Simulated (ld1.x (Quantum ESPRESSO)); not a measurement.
**Before and after: TM potential for samarium**

samarium, norm-conserving Troullier–Martins (Kleinman–Bylander form), made with ld1.x (Quantum ESPRESSO) 7.5 (PBEsol, scalar-relativistic). Core [Kr] 4d10 4f5, reference 5s2 5p6 5d1 6s0 6p0 (charge +2). Waves: 5s (bound): rc 1.55 bohr; 5p (bound): rc 1.95 bohr; 5d (bound): rc 3.25 bohr. Local part: all-electron potential smoothed inside 3.05 bohr (lloc = -1). Core correction: none.

Change: wave 5s (bound): rc 1.55 bohr becomes 5s (bound): rc 1.28 bohr.

Cutoffs: the cutoffs (Ry, on a coarse ladder) from which the occupation-weighted sum of valence levels, in a spherical-Bessel basis at the reference potential, stays within 10 and 1 mRy of its value at 400 Ry; they do not see the model core or the augmentation charge, which bear on the density cutoff. Errors are all-electron minus pseudo energies relative to the spin-unpolarised reference configuration.

Task: How do hardness, ghosts and transferability respond?

Result: The potential gets harder (55 Ry and 100 Ry → 60 Ry and 110 Ry); the errors of the 7 common tests hardly move; neither file shows a bound ghost. A smaller radius makes the pseudo-wave follow the all-electron one further in, where it bends more sharply, so more plane waves are needed.

| quantity | base | changed |
| --- | --- | --- |
| cutoff, loose | 55 Ry | 60 Ry |
| cutoff, tight | 100 Ry | 110 Ry |
| loose cutoff by channel (10 mRy a level) | s 50 Ry, p 25 Ry, d 12 Ry | s 55 Ry, p 25 Ry, d 12 Ry |
| bound ghosts | none | none |
| error for 5s2 5p6 5d1 6s2 6p0, meV [ΔE -18.20 eV] | +878 | +876 |
| error for 5s2 5p6 5d1 6s1 6p0, meV [ΔE -11.72 eV] | +628 | +630 |
| error for 5s2 5p6 5d0 6s0 6p0, meV [ΔE 19.66 eV] | -21 | -21 |
| error for 5s2 5p6 5d1 6s1 6p1, meV [ΔE -15.45 eV] | +471 | +470 |
| error for 5s1 5p6 5d1 6s2 6p0, meV [ΔE 33.99 eV] | +2365 | +2478 |
| error for 5s2 5p6 5d2 6s0 6p0, meV [ΔE -10.98 eV] | -11 | -10 |
| error for 5s2 5p6 5d0 6s2 6p1, meV [ΔE -16.15 eV] | +1216 | +1232 |
| s: phases at 3.55 bohr within 0.05 rad from the reference energy up to (Ry; the scan ends near 5) | -1.6 | -1.6 |
| p: phases at 3.55 bohr within 0.05 rad from the reference energy up to (Ry; the scan ends near 5) | -0.9 | -0.9 |
| d: phases at 3.55 bohr within 0.05 rad from the reference energy up to (Ry; the scan ends near 5) | 0.4 | 0.4 |
